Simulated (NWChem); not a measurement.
System: CH$_{4}$Cl$_{2}$Sn; SMILES [CH3][SnH]([Cl])[Cl]

Excerpt of the output:

```
             Northwest Computational Chemistry Package (NWChem) 7.3.0
             --------------------------------------------------------

 CS  symmetry detected

                             Geometry "geometry" -> ""
                             -------------------------

 Output coordinates in angstroms (scale by  1.889725989 to convert to a.u.)

  No.       Tag          Charge          X              Y              Z
 ---- ---------------- ---------- -------------- -------------- --------------
    1 Sn                  50.0000    -0.28846174     0.31169952     0.00000000
    2 C                    6.0000    -2.02660118    -0.91898683     0.00000000
    3 Cl                  17.0000     0.99946100    -0.25556705    -1.88347408
    4 Cl                  17.0000     0.99946100    -0.25556705     1.88347408
    5 H                    1.0000    -0.44741255     2.01227412     0.00000000
    6 H                    1.0000    -2.62197518    -0.71219287    -0.89984402
    7 H                    1.0000    -2.62197518    -0.71219287     0.89984402
    8 H                    1.0000    -1.70761697    -1.96966390     0.00000000

 Effective nuclear repulsion energy (a.u.)     602.3820291851

      Symmetry information
      --------------------

 Group name             Cs
 Group number              2
 Group order               2
 No. of unique centers     6

                                 NWChem DFT Module
                                 -----------------

 Summary of "ao basis" -> "ao basis" (spherical)
 ------------------------------------------------------------------------------
       Tag                 Description            Shells   Functions and Types
 ---------------- ------------------------------  ------  ---------------------
 Sn                        def2-svpd                12       32   5s4p3d
 C                         def2-svpd                 8       20   4s2p2d
 Cl                        def2-svpd                11       27   5s4p2d
 H                         def2-svpd                 4        8   2s2p

      Symmetry analysis of basis
      --------------------------

        a'         83
        a"         55

            General Information
            -------------------
          SCF calculation type: DFT
          Wavefunction type:  closed shell.
          No. of atoms     :     8
          No. of electrons :    66
           Alpha electrons :    33
            Beta electrons :    33
          Charge           :     0
          Spin multiplicity:     1
          Use of symmetry is: off; symmetry adaption is: on
          Maximum number of iterations: 150
          AO basis - number of functions:   138
                     number of shells:    58
          Convergence on energy requested:  1.00D-06
          Convergence on density requested:  1.00D-05
          Convergence on gradient requested:  5.00D-04

              XC Information
              --------------
                         PBE0 Method XC Functional
                     Hartree-Fock (Exact) Exchange  0.250
          PerdewBurkeErnzerhof Exchange Functional  0.750
            Perdew 1991 LDA Correlation Functional  1.000 local
           PerdewBurkeErnz. Correlation Functional  1.000 non-local

             Grid Information
             ----------------
          Grid used for XC integration:  medium
          Radial quadrature: Mura-Knowles
          Angular quadrature: Lebedev.
          Tag              B.-S. Rad. Rad. Pts. Rad. Cut. Ang. Pts.
          ---              ---------- --------- --------- ---------
          Sn                  1.45      123          11.0       590
          C                   0.70       49          13.0       434
          Cl                  1.00       88          13.0       590
          H                   0.35       45          14.0       434
          Grid pruning is: on
          Number of quadrature shells:   528
          Spatial weights used:  Erf1

      Superposition of Atomic Density Guess
      -------------------------------------

 Sum of atomic energies:       -1207.37407010

      Non-variational initial energy
      ------------------------------

 Total energy =   -1172.616975
 1-e energy   =   -2338.289923
 2-e energy   =     844.455899
 HOMO         =      -0.347395
 LUMO         =      -0.009536

      Symmetry analysis of molecular orbitals - initial
      -------------------------------------------------

  Numbering of irreducible representations:

     1 a'          2 a"

  Orbital symmetries:

     1 a'          2 a"          3 a'          4 a'          5 a"
     6 a'          7 a"          8 a'          9 a'         10 a"
    11 a"         12 a'         13 a'         14 a'         15 a"
    16 a'         17 a"         18 a'         19 a"         20 a'
    21 a'         22 a'         23 a"         24 a'         25 a"
    26 a'         27 a"         28 a'         29 a'         30 a"
    31 a"         32 a'         33 a'         34 a'         35 a'
    36 a"         37 a'         38 a'         39 a"         40 a'
    41 a'         42 a'         43 a"

 !! scf_movecs_sym_adapt:   56 vectors were symmetry contaminated

  Symmetry fudging

   convergence    iter        energy       DeltaE   RMS-Dens  Diis-err
 ---------------- ----- ----------------- --------- --------- ---------
 d= 0,ls=0.0,diis     1  -1174.5807655609 -1.50D+03  1.19D-02  4.52D-01

 !! scf_movecs_sym_adapt:   40 vectors were symmetry contaminated

  Symmetry fudging

 !! scf_movecs_sym_adapt:    2 vectors were symmetry contaminated

 d= 0,ls=0.0,diis     2  -1174.5704101312  1.04D-02  5.97D-03  4.81D-01

 !! scf_movecs_sym_adapt:    9 vectors were symmetry contaminated

  Symmetry fudging
 d= 0,ls=0.0,diis     3  -1174.6438680082 -7.35D-02  8.65D-04  1.49D-02

 !! scf_movecs_sym_adapt:    7 vectors were symmetry contaminated

  Symmetry fudging
 d= 0,ls=0.0,diis     4  -1174.6458195458 -1.95D-03  2.10D-04  4.86D-04

 !! scf_movecs_sym_adapt:    2 vectors were symmetry contaminated

  Symmetry fudging
 d= 0,ls=0.0,diis     5  -1174.6458769218 -5.74D-05  6.53D-05  1.12D-04

 !! scf_movecs_sym_adapt:    2 vectors were symmetry contaminated

  Symmetry fudging
  Resetting Diis
 d= 0,ls=0.0,diis     6  -1174.6458927369 -1.58D-05  1.16D-05  2.87D-06

 !! scf_movecs_sym_adapt:    2 vectors were symmetry contaminated

  Symmetry fudging
 d= 0,ls=0.0,diis     7  -1174.6458931505 -4.14D-07  5.12D-06  1.00D-07

         Total DFT energy =    -1174.645893150501
      One electron energy =    -2340.609332504384
           Coulomb energy =      925.867784127704
    Exchange-Corr. energy =      -81.121394233727
 Nuclear repulsion energy =      321.217049459905

 Numeric. integr. density =       65.999976318356

                  Occupations of the irreducible representations
                  ----------------------------------------------

                     irrep           alpha         beta
                     --------     --------     --------
                     a'               20.0         20.0
                     a"               13.0         13.0

                       DFT Final Molecular Orbital Analysis
                       ------------------------------------

 Vector   31  Occ=2.000000D+00  E=-3.361071D-01  Symmetry=a"
              MO Center=  9.6D-01, -2.4D-01,  3.4D-09, r^2= 4.7D+00
   Bfn.  Coefficient  Atom+Function         Bfn.  Coefficient  Atom+Function
  ----- ------------  ---------------      ----- ------------  ---------------
    65      0.400140  3 Cl py                92     -0.400140  4 Cl py
    62      0.307226  3 Cl py                89     -0.307226  4 Cl py
    59      0.177635  3 Cl py                86     -0.177635  4 Cl py
    64      0.174795  3 Cl px                91     -0.174795  4 Cl px
    61      0.134551  3 Cl px                88     -0.134551  4 Cl px

[...]

                                NWChem TDDFT Module
                                -------------------

            General Information
            -------------------
           No. of orbitals :     276
            Alpha orbitals :     138
             Beta orbitals :     138
        Alpha frozen cores :       0
         Beta frozen cores :       0
     Alpha frozen virtuals :       0
      Beta frozen virtuals :       0
         Spin multiplicity :       1
    Number of AO functions :     138
        Use of symmetry is : off
      Symmetry adaption is : on
         Schwarz screening :  0.10D-07

              XC Information
              --------------
                  PBE0 Method XC Functional
              Hartree-Fock (Exact) Exchange   0.25
   PerdewBurkeErnzerhof Exchange Functional   0.75
     Perdew 1991 LDA Correlation Functional   1.00 local
    PerdewBurkeErnz. Correlation Functional   1.00 non-local

             TDDFT Information
             -----------------
          Calculation type : Tamm-Dancoff TDDFT
         Wavefunction type : Restricted singlets
          No. of electrons :      66
           Alpha electrons :      33
            Beta electrons :      33
              No. of roots :       6
          Max subspacesize :    5200
            Max iterations :     100
               Target root :       1
           Target symmetry : none
      Symmetry restriction : off
                 Algorithm : Optimal
        Davidson threshold :  0.10D-03

    6 smallest eigenvalue differences (eV)
--------------------------------------------------------
  No. Spin  Occ  Vir  Irrep   E(Occ)    E(Vir)   E(Diff)
--------------------------------------------------------
    1    1   33   34 a'       -0.320    -0.053     7.254
    2    1   32   34 a"       -0.330    -0.053     7.528
    3    1   31   34 a"       -0.336    -0.053     7.694
    4    1   30   34 a'       -0.337    -0.053     7.715
    5    1   33   35 a"       -0.320    -0.019     8.196
    6    1   32   35 a'       -0.330    -0.019     8.470
--------------------------------------------------------

  Entering Davidson iterations
  Restricted singlet excited states

  Iter   NTrls   NConv    DeltaV     DeltaE      Time
  ----  ------  ------  ---------  ---------  ---------
    1      6       0     0.72E-01   0.10+100       19.0
    2     12       0     0.23E-01   0.92E-02       20.2
    3     18       0     0.89E-02   0.13E-02       19.1
    4     24       0     0.47E-02   0.21E-03       19.2
    5     30       0     0.21E-02   0.46E-04       19.6
    6     36       2     0.17E-02   0.22E-04       19.7
    7     40       5     0.86E-03   0.87E-05       16.8
    8     41       5     0.27E-03   0.11E-05       12.4
    9     42       6     0.60E-04   0.73E-07       12.4
  ----  ------  ------  ---------  ---------  ---------
  Convergence criterion met

  Ground state a'      -1174.645893150501 a.u.

  ----------------------------------------------------------------------------
  Root   1 singlet a'             0.222802081 a.u.                6.0628 eV
  ----------------------------------------------------------------------------
     Transition Moments    X  0.33496   Y  0.54391   Z -0.00000
     Dipole Oscillator Strength                    0.0606071513
     Electric Quadrupole                           0.0000001318
     Magnetic Dipole                               0.0000003104
     Total Oscillator Strength                     0.0606075935

     Occ.   28  a'  ---  Virt.   34  a'      -0.08878
     Occ.   29  a'  ---  Virt.   34  a'      -0.14056
     Occ.   31  a"  ---  Virt.   35  a"       0.08906
     Occ.   33  a'  ---  Virt.   34  a'      -0.95790
     Occ.   33  a'  ---  Virt.   36  a'       0.16236
     Occ.   33  a'  ---  Virt.   37  a'      -0.07363
  ----------------------------------------------------------------------------
  Root   2 singlet a"             0.228116065 a.u.                6.2074 eV
  ----------------------------------------------------------------------------
     Transition Moments    X -0.00000   Y  0.00000   Z  0.46180
     Dipole Oscillator Strength                    0.0324313914
     Electric Quadrupole                           0.0000000216
     Magnetic Dipole                               0.0000001860
     Total Oscillator Strength                     0.0324315991

     Occ.   27  a"  ---  Virt.   34  a'      -0.11564
     Occ.   30  a'  ---  Virt.   35  a"       0.23447
     Occ.   31  a"  ---  Virt.   34  a'      -0.08519
     Occ.   32  a"  ---  Virt.   34  a'      -0.95525
  ----------------------------------------------------------------------------
  Root   3 singlet a"             0.229989781 a.u.                6.2583 eV
  ----------------------------------------------------------------------------
     Transition Moments    X -0.00000   Y -0.00000   Z  0.03126
     Dipole Oscillator Strength                    0.0001498521
     Electric Quadrupole                           0.0000000526
     Magnetic Dipole                               0.0000001554
     Total Oscillator Strength                     0.0001500601

     Occ.   30  a'  ---  Virt.   35  a"       0.05080
     Occ.   31  a"  ---  Virt.   34  a'       0.96914
     Occ.   31  a"  ---  Virt.   36  a'      -0.05007
     Occ.   32  a"  ---  Virt.   34  a'      -0.08227
     Occ.   33  a'  ---  Virt.   35  a"      -0.19621
  ----------------------------------------------------------------------------
  Root   4 singlet a'             0.234997334 a.u.                6.3946 eV
  ----------------------------------------------------------------------------
     Transition Moments    X -0.48662   Y  0.21945   Z -0.00000
     Dipole Oscillator Strength                    0.0446429632
     Electric Quadrupole                           0.0000000435
     Magnetic Dipole                               0.0000000235
     Total Oscillator Strength                     0.0446430302

     Occ.   28  a'  ---  Virt.   34  a'      -0.11980
     Occ.   29  a'  ---  Virt.   34  a'       0.12477
     Occ.   30  a'  ---  Virt.   34  a'       0.96579
     Occ.   30  a'  ---  Virt.   36  a'      -0.05596
     Occ.   32  a"  ---  Virt.   35  a"      -0.14330
  ----------------------------------------------------------------------------
  Root   5 singlet a"             0.253384228 a.u.                6.8949 eV
  ----------------------------------------------------------------------------
     Transition Moments    X -0.00000   Y  0.00000   Z -0.00879
     Dipole Oscillator Strength                    0.0000130369
     Electric Quadrupole                           0.0000000110
     Magnetic Dipole                               0.0000024911
     Total Oscillator Strength                     0.0000155390

     Occ.   31  a"  ---  Virt.   34  a'       0.19791
     Occ.   31  a"  ---  Virt.   36  a'      -0.06699
     Occ.   33  a'  ---  Virt.   35  a"       0.97222
  ----------------------------------------------------------------------------
  Root   6 singlet a'             0.264167588 a.u.                7.1884 eV
  ----------------------------------------------------------------------------
     Transition Moments    X  0.02191   Y  0.02700   Z -0.00000
     Dipole Oscillator Strength                    0.0002129190
     Electric Quadrupole                           0.0000003968
     Magnetic Dipole                               0.0000000061
     Total Oscillator Strength                     0.0002133219

     Occ.   28  a'  ---  Virt.   34  a'      -0.10541
     Occ.   29  a'  ---  Virt.   34  a'       0.23421
     Occ.   30  a'  ---  Virt.   34  a'      -0.17411
     Occ.   30  a'  ---  Virt.   36  a'       0.10925
     Occ.   31  a"  ---  Virt.   35  a"      -0.06823
     Occ.   32  a"  ---  Virt.   35  a"      -0.93598

              Target root =      1
          Target symmetry = none
      Ground state energy =  -1174.645893150501
        Excitation energy =      0.222802081387
     Excited state energy =  -1174.423091069114

  stored tddft:energy   -1174.4230910691142
```

Level: PBE0/def2-SVPD with def2 effective core potentials on Sn, TDA. Geometry: optimised at PBE0/def2-SVP. Not confirmed as a minimum by frequencies. def2 effective core potentials on Sn; no spin-orbit coupling.

### Question
Write an input that gives this output.

### Answer
One answer among several that fit: the input that was run:
```
start job
memory heap 200 mb stack 900 mb global 1100 mb
geometry units angstroms noautoz
  Sn    -0.315558    -0.000240     0.316743
  C     -2.069186    -0.000848    -0.891771
  Cl     0.965528    -1.883485    -0.266540
  Cl     0.964586     1.883463    -0.267127
  H     -0.452900    -0.000006     2.019199
  H     -2.662283    -0.900190    -0.676424
  H     -2.661489     0.899498    -0.678442
  H     -1.763570    -0.002159    -1.946414
end
basis spherical
  * library def2-svpd
end
ecp
  Sn library def2-ecp
end
dft
  xc pbe0
  iterations 150
end
tddft
  cis
  nroots 6
  notriplet
end
task tddft energy
```
